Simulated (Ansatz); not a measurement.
Ansatz (an electronic-structure program) job for CH4ClNOSi2, SMILES [Si@H]1(Cl)N=CO[SiH2]1, ωB97X-V/def2-SVPD. The structure is a stationary point at PBE-D3(BJ)/def2-SVP. The structure was generated by enumeration; whether it is a known compound was not checked.

Ansatz 0.2 input:
```yaml
crystal:
  periodic: [false, false, false]
  atoms:
    - {symbol: Cl, position_ang: [-1.77244844, -1.29535094, -0.87119882]}
    - {symbol: Si, position_ang: [-0.53157666, -0.49241390, 0.59409605]}
    - {symbol: N, position_ang: [1.12897635, -1.06018002, 0.39685715]}
    - {symbol: C, position_ang: [1.98626145, -0.16205376, 0.06971413]}
    - {symbol: O, position_ang: [1.77104744, 1.16899019, -0.11477144]}
    - {symbol: Si, position_ang: [0.12514013, 1.72338689, 0.15763756]}
    - {symbol: H, position_ang: [-1.09115506, -0.86822638, 1.92940991]}
    - {symbol: H, position_ang: [3.05609727, -0.40770276, -0.10329505]}
    - {symbol: H, position_ang: [-0.32395805, 2.39488299, -1.10479356]}
    - {symbol: H, position_ang: [0.19196785, 2.71005144, 1.28667471]}
basis:
  gaussian:
    orbitals: def2-SVPD
hamiltonian:
  xc: {name: wB97X-V}
```

Program output:

```
WARN ansatz: RAYON_NUM_THREADS=2 ignored (pool sized by the plan → 2); use --threads N
Functional definition: wB97X-V
integrals: 0.18 GiB planned
1535 factors; their error is unknown
integrals: 0.21 GiB planned
612 factors; integrals over basis functions are off by at most 1.9e-5 eV
mean field: 1.63 GiB planned
mean field evaluation 1: about -32896.7011 eV, gradient 4.9e1 eV
mean field evaluation 2: about -32896.6649 eV, gradient 5.1e1 eV
mean field evaluation 4: about -32901.6469 eV, gradient 1.8e0 eV
mean field evaluation 8: about -32901.6612 eV, gradient 4.9e-2 eV
mean field evaluation 16: about -32901.7775 eV, gradient 9.8e-5 eV
mean field -32901.77753066 eV, -1209.1180226259 hartree, gradient 1.7e-5 eV, S^2 0.000000; 0 other end points of the search recorded, 0 dependent functions left out
reference -32901.77752793 eV, -1209.1180225255 hartree; 35, 35 occupied and 135, 135 virtual orbitals, 1535 factors
Total energy: -32901.77752793 eV, -1209.1180225255 hartree
```

The run converged.

Cost: around 17 core-seconds (rough).
